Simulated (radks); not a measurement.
Values are calculated unless marked as measured or tabulated.
Task: Coherent X-ray form factor from a spherical all-electron density. Level of theory: scalar-relativistic Kohn-Sham, r2SCAN, spin-polarised, spherical densities, finite nucleus; meta-GGA in the generalised Kohn-Sham scheme; Fermi nuclear charge, rms radius of each element as measured or else 0.836 A^(1/3) + 0.57 fm (a radial shooting solver on a logarithmic mesh with Libxc functionals).

| sin(theta)/lambda (1/angstrom) | f0 (electrons) |
|---|---|
| 0.05 | 12.935 |
| 0.1 | 12.744 |
| 0.15 | 12.441 |
| 0.2 | 12.045 |
| 0.25 | 11.579 |
| 0.3 | 11.070 |
| 0.4 | 10.012 |
| 0.5 | 9.017 |
| 0.6 | 8.152 |
| 0.8 | 6.800 |
| 1 | 5.736 |
| 1.25 | 4.570 |
| 1.5 | 3.574 |
| 2 | 2.246 |

The species is in the configuration that NIST lists as its ground one. Which atom or ion scatters so?

Result: The titanium ion Ti9+, [Ne] 3s2 3p1. Extrapolating in s^2 from the first two rows gives f0(0) = 13.0, near the electron count 13; among species with that count, the fall with angle is slower the higher Z, and the table is that of Z = 22; from so few rows the species is fixed only to a neighbour or two.
